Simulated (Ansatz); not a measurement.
Consider the redistribution: `[NH2][GaH][SiH2]O` + `[OH][AlH][Cl]` → `O[SiH2][AlH][Cl]` + `[NH2][GaH][OH]`.

Program: Ansatz. Geometries: PBE0-D4/def2-TZVP. ΔE: electronic, gas phase. CCSD(T)/CBS is the MP2 limit (def2-TZVPP, def2-QZVPP) plus CCSD(T) − MP2 in def2-TZVPP, frozen cores. This one scheme is used for every species. For Ga outer-core shells are correlated without core-valence functions, which leaves a few kJ/mol of doubt a bond. Scalar relativity is left out up to krypton. One conformer a species, not always the lowest.

| species | CCSD(T)/CBS(def2) energy (Eh) |
| --- | --- |
| `[NH2][GaH][SiH2]O` | -2346.56634 |
| `[OH][AlH][Cl]` | -778.29577 |
| `O[SiH2][AlH][Cl]` | -1068.55078 |
| `[NH2][GaH][OH]` | -2056.27372 |

Problem. Work out ΔE.

Solution. ΔE = (-1068.55078) + (-2056.27372) − (-2346.56634) − (-778.29577) = 0.03761 Eh = +98.7 kJ/mol.

Largest T1 diagnostic among the species: 0.014.
